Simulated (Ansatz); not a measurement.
Calculated with Ansatz (gas phase, PBE0-D4/def2-TZVP geometries, no zero-point term in ΔE). CBS: MP2 limit from def2 TZ/QZ plus the TZ coupled-cluster correction, frozen cores. DFT in def2-TZVPP. Each species was taken in one conformer, which may not be the lowest.

Consider the ligand exchange at the Si–N bond: `O[Si](O)(F)N[SiH2]F` + `O[SiH](O)O` → `O[SiH](O)O[SiH2]F` + `N[Si](O)(O)F`.

```csv
level,ΔE (kJ/mol)
B2PLYP,-52.9
HF/CBS(def2),-66.0
```

What does CCSD(T)/CBS give? (Best estimate.)

Ansatz gave: -50.8 kJ/mol. The listed levels differ from it by -2.1, -15.2 kJ/mol.

Largest T1 diagnostic among the species: 0.012.

In def2-TZVPP, CCSD(T) changes the Hartree–Fock value by +14.0 kJ/mol (the triples alone add +2.3 kJ/mol) and MP2 by +14.1 kJ/mol. From PBE to PBE0 (25 % exact exchange), in def2-TZVPP and without D4, ΔE moves by −3.2 kJ/mol.
